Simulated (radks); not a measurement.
Question: These are the eigenvalues of the occupied orbitals of an atom or ion with whole-number occupations (eV). Method: non-relativistic Kohn-Sham, BLYP, spin-unpolarised, spherical densities, point nucleus; computed with a radial shooting solver on a logarithmic mesh with Libxc functionals.

1s: -8784.511
2s: -1076.450
2p: -948.3439
3s: -145.6554
3p: -105.6232
3d: -38.2306
4p: -17.9316

Which element is it, and in what charge state? The configuration may be excited.

Answer: Z = 29, copper, charge +2: Cu2+ in [Ar] 3d8 4p1. The list shows which subshells hold electrons but not how many an open one holds; the 1s level, -322.82 hartree, gives Z - s = 25.4 by -(Z - s)^2/2, which with screening narrows Z to a few neighbours, and the depths of the outer levels then fix element, charge and occupations together.
